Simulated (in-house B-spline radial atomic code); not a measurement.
The numbers below are computed, except where a source is named.
**C6 from the polarisability at imaginary frequency: N³⁺**

BSE on G0W0@HF linear response of the closed shell [He] 2s2, from a B-spline radial code for spherical atoms; scalar-relativistic (spin-free one-electron X2C), finite nucleus, no spin-orbit coupling.

The dispersion coefficient of two like species is C6 = (3/π) ∫ α(iu)² du from 0 to ∞.

```
u (hartree)  α(iu) (bohr³)
          0           1.96
       0.24           1.69
       0.56          1.074
       0.96         0.6129
        1.6         0.3175
        2.4         0.1808
        3.6        0.09988
        5.6        0.05072
          8        0.02897
         12        0.01528
         20       0.006762
         40       0.002085
```

Q: Fit one oscillator, α(iu) = α(0)/(1 + u²/ω²), through u = 0.96 and estimate C6.

A: From α(0)/α(iu) − 1 = 1.96/0.6129 − 1 = 2.1979, ω = u/√2.1979 = 0.6475 hartree (17.6 eV). London's formula gives C6 = (3/4) α(0)² ω = 0.75 × 1.96² × 0.6475 = 1.866 hartree·bohr⁶, and the oscillator holds f = α(0) ω² = 0.82 electrons, of a sum of oscillator strengths of 4.0.

Q: How does that compare with the full integral?

A: The program's quadrature over all excitations gives C6 = 1.849, so the single oscillator is off by +0.9 %. At the last point the fit gives α = 0.000514 against 0.00209: higher excitations, and deeper shells where there are any, keep the true curve higher at large u.
